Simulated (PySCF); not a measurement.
Stepwise substitution at one centre (Sn OCH3-H). Isolated molecules, 0 K electronic values unless said otherwise. One relaxed conformer stands for each flexible species; it need not be the lowest. Strings in code marks are SMILES.

The S1 excitation (TDA) from two functionals at the same geometries (B3LYP-D3(BJ)/def2-SVP), both in PySCF: PBE-D3(BJ)/def2-TZVP and B3LYP-D3(BJ)/def2-TZVP. B3LYP has the VWN-RPA correlation part, as in Gaussian. Excitations are Tamm–Dancoff values on a coarser integration grid. The basis has no diffuse functions, so Rydberg states are missing or too high.

| species | PBE-D3(BJ)/def2-TZVP (eV) | B3LYP-D3(BJ)/def2-TZVP (eV) |
|---|---|---|
| 0 of 4 OCH3 replaced by H (`C[O][Sn]([O]C)([O]C)[O]C`) | 3.69 | 4.45 |
| 1 of 4 OCH3 replaced by H (`C[O][SnH]([O]C)[O]C`) | 4.27 | 5.02 |
| 2 of 4 OCH3 replaced by H | 4.80 | 5.50 |
| 3 of 4 OCH3 replaced by H | 4.73 | 5.27 |

Over these rows, drawn at random from the members with no instability flagged (it was tested for open shells, ions and some series alone), PBE minus B3LYP-D3(BJ): mean -0.69 eV, from -0.76 eV to -0.53 eV.
